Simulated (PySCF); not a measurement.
Cinnamonitrile, C₉H₇N.
Atom-mapped SMILES: `[N:1]#[C:2]/[CH:3]=[CH:4]/[c:5]1[cH:6][cH:7][cH:8][cH:9][cH:10]1`

NICS = −σ at a ghost point: NICS(0) at the centroid of the ring atoms, NICS(1) 1 Å to either side along the normal of their mean plane, zz for the tensor component along that normal. Level: GIAO PBE0/pcSseg-1 (PySCF, non-relativistic, gas phase) on the PBE0-D3(BJ)/def2-SVP geometry, one conformer.

Ring bond lengths (Å), with Mayer bond orders in brackets: C5–C6 1.406 (1.37), C6–C7 1.389 (1.48), C7–C8 1.397 (1.41), C8–C9 1.393 (1.43), C9–C10 1.392 (1.44), C10–C5 1.404 (1.36).

Question: What do the NICS probes read (ppm)?

Answer: 
```csv
ring,type,NICS(0),"NICS(1), two faces","NICS(1)zz, two faces",rms pucker (Å),"centre to ring atoms, mean (Å)"
C5–C6–C7–C8–C9–C10,6-membered carbocycle; formal bonds all aromatic,-7.7,-10.7 / -10.7,-26.5 / -26.5,0.00,1.40
```

Question: What can be read from them?

Answer: 
- C5–C6–C7–C8–C9–C10: mean NICS(1)zz -26.5 ppm, shielded. The ring is flat and has no four-coordinate atom; by the NICS criterion it is aromatic.

Question: And the bond-length index? HOMA = 1 − mean of α(R − Ropt)² over the ring bonds, with Krygowski's 1993 parameters (CC: Ropt 1.388 Å, α 257.7 Å⁻²).

Answer: 
- C5–C6–C7–C8–C9–C10: HOMA 0.97 = 1 − EN − GEO, with mean bond length 1.397 Å, EN = α(Ropt − mean)² = 0.020 and GEO = α × variance = 0.011. The geometric and the magnetic index point the same way.

Question: At the second NICS(1) probe listed for ring C5–C6–C7–C8–C9–C10, 1 Å off the ring, how large is the induced field along the normal in 1 T applied along it?

Answer: NICSzz × B0 = -26.5 ppm × 1 T = -26 μT, against the applied field.

Question: How do the values depend on the level or the medium?

Answer: 
```tsv
level	NICS(0), C5–C6–C7–C8–C9–C10	mean NICS(1)zz, C5–C6–C7–C8–C9–C10
PBE0/pcSseg-1, gas	-7.7	-26.5
wB97X-D/pcSseg-1, gas	-7.9	-27.1
PBE0/pcSseg-1, IEF-PCM chloroform	-7.5	-26.6
PBE0/pcSseg-1, IEF-PCM water	-7.4	-26.6
```

The geometry is the same throughout; the continuum's cavity takes Bondi-type radii × 1.2.

The values belong to the conformer `[N:1]#[C:2]/[CH:3]=[CH:4]/[c:5]1[cH:6][cH:7][cH:8][cH:9][cH:10]1`: C3–C4–C5–C6 1°.
